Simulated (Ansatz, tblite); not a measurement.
Removing and adding an electron: Nb5 (the lowest doublet isomer of a short search). The state is a doublet with charge 0. Geometry: PBE0-D4/def2-SVP. Ansatz, gas phase; energy differences of separate SCF runs; the oxidised species is a triplet (the singlet lies 0.33 eV higher at PBE0-D4/def2-TZVP); the reduced species is a triplet (the singlet lies 0.27 eV higher at PBE0-D4/def2-TZVPD).

Cartesian coordinates in Å:
```
Nb 1.003 0.417 1.621
Nb -1.132 0.919 0.520
Nb 0.309 -1.496 0.248
Nb 1.007 0.707 -0.940
Nb -1.187 -0.546 -1.449
```

In the def2 sets Nb takes a core potential; there is no spin–orbit coupling. The xTB rows come from tblite. The structure comes from a short search, and lower isomers may exist.

```
              level  −HOMO (eV)  vertical IE (eV)  −LUMO (eV)  vertical EA (eV)  HOMO–LUMO gap (eV)  IE − EA (eV)                                                                              remarks
           GFN1-xTB           –             11.75           –              7.36                   –          4.39                                                                                    –
           GFN2-xTB           –             13.35           –                 –                   –             –                                                                                    –
   PBE-D4/def2-TZVP        3.48              5.32        2.86                 –                0.62             –                                                                                    –
  PBE-D4/def2-TZVPD        3.48                 –        2.86              1.20                0.62             –                                                         HOMO above zero (-1 triplet)
r2SCAN-D4/def2-TZVP        3.50              5.15        2.71                 –                0.78             –  spin-contaminated (⟨S²⟩ 0.90) (doublet), spin-contaminated (⟨S²⟩ 2.20) (+1 triplet)
  PBE0-D4/def2-TZVP        3.91              5.12        2.17                 –                1.74             –  spin-contaminated (⟨S²⟩ 0.86) (doublet), spin-contaminated (⟨S²⟩ 2.22) (+1 triplet)
 PBE0-D4/def2-TZVPD        3.91                 –        2.17              1.11                1.74             –  spin-contaminated (⟨S²⟩ 0.86) (doublet), spin-contaminated (⟨S²⟩ 2.24) (-1 triplet)
```

Run but left out: GFN2-xTB (tight binding far off the other levels); r2SCAN-D4/def2-TZVPD (charge -1 triplet: ⟨S²⟩ 2.35, where a pure state has 2.00).   A HOMO above zero means that the electron is unbound at that level or that self-interaction error raises the level; the energy of removing that electron tells which. HOMO and LUMO are the levels of the spin that leaves or enters (xTB has no such levels and no spin-polarisation term). Other spin states of the ions may lie lower, which would lower the ionisation energy or raise the affinity. Raw xTB energy differences between charge states are shifted by several eV; the methods need an empirical correction for them.
